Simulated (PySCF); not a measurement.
# What a mistake does to a calculation on CGeH4OSi

All numbers below are calculated, not measured. The program is PySCF 2.14.0, an open-source quantum chemistry code, run on an isolated molecule that a program drew, which may never have been made. The molecule is CGeH4OSi (charge 0, singlet), drawn as the SMILES string `O[C](=[SiH2])[GeH]`.

Each row is a Hartree-Fock (HF) and frozen-core CCSD(T) single point in the cc-pV(D+d)Z basis, meant for a local HF minimum. Run 1 is clean. Each other run has one planted mistake out of seven kinds, and not every kind appears here: one electron removed, one electron added, multiplicity raised by two, geometry at a saddle point, minimal basis STO-3G, one bond length entered in bohr, all coordinates scaled. The reference is restricted for singlets and unrestricted otherwise, and also for a bond in bohr. Adding or removing an electron swaps singlet and doublet. Electrons count all cores. HOMO and LUMO are orbital energies over both spins, the gradient is its largest component, and the lowest frequency (negative if imaginary) is given only where the gradient is small. Bond lengths are over the 7 bonds as drawn. T1 is the CCSD diagnostic: over 0.02 (restricted) or 0.045 (unrestricted) a single reference is doubtful. Germanium has the cc-pVDZ-PP basis, with a core potential (ECP10MDF) in place of its 10 inner electrons, and its 3s, 3p and 3d shells are frozen in CCSD(T).

Geometry of the clean run:
```xyz
8
CGeH4OSi, angstrom
O    -1.7988    2.6750   -0.8310
C    -1.6220    1.3260   -0.8142
Si   -0.4786    0.3794   -1.7100
Ge   -2.7445    0.1912    0.3397
H    -1.1949    3.0953   -1.4270
H     0.5020    0.9457   -2.6572
H    -0.4507   -1.0740   -1.5496
H    -3.5806    1.3925    0.9384
```

| run | electrons | basis functions | <S^2> | HOMO (eV) | LUMO (eV) | gradient (hartree/bohr) | lowest frequency (cm^-1) | mean bond (Å) | longest bond (Å) | T1 | HF (hartree) | CCSD(T) (hartree) | mistake |
|---|---|---|---|---|---|---|---|---|---|---|---|---|---|
| 1 | 64 | 94 | 0.000 | -8.10 | 0.58 | 3.2e-05 | 117 | 1.5044 | 1.970 | 0.0164 | -697.26757 | -697.82964 | no fault |
| 2 | 64 | 94 | 0.000 | -7.88 | 0.37 | 3.6e-02 | - | 1.5842 | 2.074 | 0.0177 | -697.24707 | -697.82185 | all coordinates scaled |
| 3 | 64 | 94 | 2.025 | -6.10 | -0.22 | 7.0e-02 | - | 1.5044 | 1.970 | 0.0266 | -697.21072 | -697.75028 | multiplicity raised by two |
| 4 | 65 | 94 | 1.073 | -0.93 | 6.86 | 1.9e-02 | - | 1.5044 | 1.970 | 0.0380 | -697.27646 | -697.84277 | ? |
| 5 | 64 | 94 | 1.046 | -7.21 | 0.28 | 5.8e-03 | - | 1.7054 | 2.988 | 0.0474 | -697.19143 | -697.73597 | ? |

**Which mistake was planted in run 4, and what did it cost?**

It counts 65 electrons, one more than the clean run, at the same geometry and basis. So the mistake is: one electron added. Subtracting run 1 and multiplying by 627.51 kcal/mol a hartree, the energy moved by -5.6 kcal/mol in HF and -8.2 kcal/mol in CCSD(T).

**Which mistake was planted in run 5, and what did it cost?**

The mean bond changes by a factor of 1.134 and the longest by 1.517, so the molecule wasn't scaled as a whole. A length L in bohr read as angstrom grows by (1/0.5292 - 1) L = 0.890 L. The 7 bonds together grew by 7 x 0.2010 = 1.407 Å, which gives L = 1.581 Å. That is bond Ge4-H8, 1.581 Å in the clean geometry. So the mistake is: one bond length entered in bohr. Subtracting run 1 and multiplying by 627.51 kcal/mol a hartree, the energy moved by 47.8 kcal/mol in HF and 58.8 kcal/mol in CCSD(T).

Cautions from the logs. Run 5: T1 is over the limit, so its CCSD(T) energy is less reliable.
